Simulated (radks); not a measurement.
All-electron atom: the cobalt ion Co13+ in [Ne] 3s2 3p2. All-electron calculation, non-relativistic Kohn-Sham, PBE, spin-polarised, spherical densities, point nucleus; open shells are filled with parallel spins first. Program: a radial shooting solver on a logarithmic mesh with Libxc functionals.

Unscreened Slater integrals over Kohn-Sham orbitals (cm^-1). They are taken over the spin-up orbitals.

F0(3p,3p): 297390
F2(3p,3p): 151320
F0(3p,3s): 295200
G1(3p,3s): 194800
F0(3p,2p): 395620
F2(3p,2p): 93040
G0(3p,2p): 37448
G2(3p,2p): 40175
F0(3p,2s): 385150
G1(3p,2s): 29279
F0(3s,3s): 293580
F0(3s,2p): 385650
G1(3s,2p): 37445
F0(3s,2s): 378140
G0(3s,2s): 29715
F0(2p,2p): 894530
F2(2p,2p): 423200
F0(2p,2s): 820900
G1(2p,2s): 471580
F0(2s,2s): 773610

Derived for the open shells (J is the average intra-shell exchange parameter used in DFT+U). 3p: J = F2/5 = 30260 cm^-1; in LS coupling 1D lies 6 F2/25 = 36320 cm^-1 above 3P.
